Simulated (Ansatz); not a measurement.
Reactions of `CN[SiH](C)O`.

Computed with Ansatz on PBE0-D4/def2-TZVP structures; ΔE is electronic, products minus reactants. CCSD(T)/CBS adds triple-zeta CCSD(T) − MP2 to the extrapolated MP2 energy (def2 sets, frozen cores). This one scheme is used for every species, atoms too. No spin–orbit coupling; open shells (•) take unrestricted orbitals. Spin–orbit coupling would lower the free atoms: a little for C, O, Si. Each species was taken in one conformer, which may not be the lowest.

Question: Order these by ΔE at CCSD(T)/CBS, lowest first. (Best estimate.)
A. `CN[SiH](C)O` + H₂ → `CN[SiH2]O` + CH₄
B. `CN[SiH](C)O` → 2 C• + 9 H• + N• + O• + Si•
C. `CN[SiH](C)O` + H₂O → `CN[SiH](O)O` + CH₄
D. `CN[SiH](C)O` → `CO[SiH](C)N`
E. `CN[SiH](C)O` + H–F → `CN[SiH](C)F` + H₂O
F. `CN[SiH](C)O` → `NCOC[SiH3]`
G. `CN[SiH](C)O` → `C[Si](C)(N)O`
H. `CN[SiH](C)O` → `C[SiH2]NCO`

Answer: C (-27.7 kcal/mol), G (-21.1 kcal/mol), E (-11.8 kcal/mol), A (-4.1 kcal/mol), D (+4.2 kcal/mol), H (+40.9 kcal/mol), F (+77.7 kcal/mol), B (+1255.3 kcal/mol).

Largest T1 diagnostic: 0.012, for Si•.
